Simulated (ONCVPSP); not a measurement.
How hard is this Be (Z = 4) ONCV potential?

* Element: Be
* Generator: ONCVPSP 4.0.1
* Type: optimised norm-conserving Vanderbilt (ONCV)
* Functional: BLYP
* Relativity: scalar-relativistic
* Frozen core: [He]
* Valence charge: 2
* Reference configuration: 2s2
* Partial waves: 2s: rc 1.85 bohr, ncon 4, nbas 8, qcut 4.2 1/bohr, 2 projectors, debl 3.4 Ha; p scattering state at 0.3 Ha: rc 1.60 bohr, ncon 4, nbas 9, qcut 5.2 1/bohr, 2 projectors, debl 2.1 Ha; d scattering state at 0.13 Ha: rc 1.70 bohr, ncon 4, nbas 8, qcut 6.7 1/bohr, 2 projectors, debl 0.4 Ha
* Local potential: polynomial inside 1.50 bohr (lpopt 5, dvloc0 0 Ha)
* Core correction: Teter function, fcfact 1.75, rcfact 1.15

In the p channel the program set the typed energies aside and used 0.050, 2.150 Ha.

Problem. For each optimised wave give the share of its norm inside rc, the residual kinetic energy above qcut (Ha) and the cutoffs (Ha) for errors of 10, 1, 0.1 and 0.01 mHa per electron.

Solution.

| wave | norm inside rc | residual KE | 10 mHa | 1 mHa | 0.1 mHa | 0.01 mHa |
| --- | --- | --- | --- | --- | --- | --- |
| 2s | 0.281 | 6.1e-05 | 3.0 | 6.0 | 8.4 | 26.7 |
| s projector 2 | 0.157 | 9.4e-03 | 8.7 | 15.1 | 55.8 | 67.3 |
| p projector 1 | 0.346 | 3.2e-04 | 7.1 | 11.4 | 27.6 | 99.6 |
| p projector 2 | 0.137 | 2.9e-03 | 10.9 | 15.9 | 47.5 | 120.0 |
| d projector 1 | 0.003 | 1.5e-08 | 0.6 | 1.6 | 3.6 | 7.7 |
| d projector 2 | 0.028 | 1.6e-07 | 1.9 | 4.1 | 8.3 | 14.2 |

The occupied waves need 6.0 Ha and 8.4 Ha for 1 and 0.1 mHa. Rows with under 1 % of the norm inside rc give no meaningful cutoff. The cutoffs count occupied waves only; projector 2 of the p channel, the hardest unoccupied one, needs 16 Ha at the loose tolerance. 1 of 4 tests not solved or not reliable.
